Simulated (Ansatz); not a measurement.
Basis-set series for `[SiH3]O[Si]O[SiH3]`. Charge 0, multiplicity 1. The geometry is a stationary point of PBE0-D4/def2-TZVP. It is one conformer, not always the lowest.

```csv
functional,basis,functions,energy (Eh),HOMO (eV),LUMO (eV)
PBE0-D4,def2-TZVPP,272,-1022.23866,-7.08,-1.41
PBE0-D4,def2-QZVPP,504,-1022.27868,-7.11,-1.48
ωB97M-V,def2-TZVPP,272,-1022.66144,-9.26,0.56
ωB97M-V,def2-QZVPP,504,-1022.69833,-9.29,0.39
```

Q: Give the rows for def2-SVP. (Best estimate.)

A: Ansatz gave: 
```csv
functional,basis,functions,energy (Eh),HOMO (eV),LUMO (eV)
PBE0-D4,def2-SVP,112,-1021.72947,-6.99,-1.25
ωB97M-V,def2-SVP,112,-1022.14705,-9.14,0.86
```

Positive LUMOs are unbound and depend on the basis.
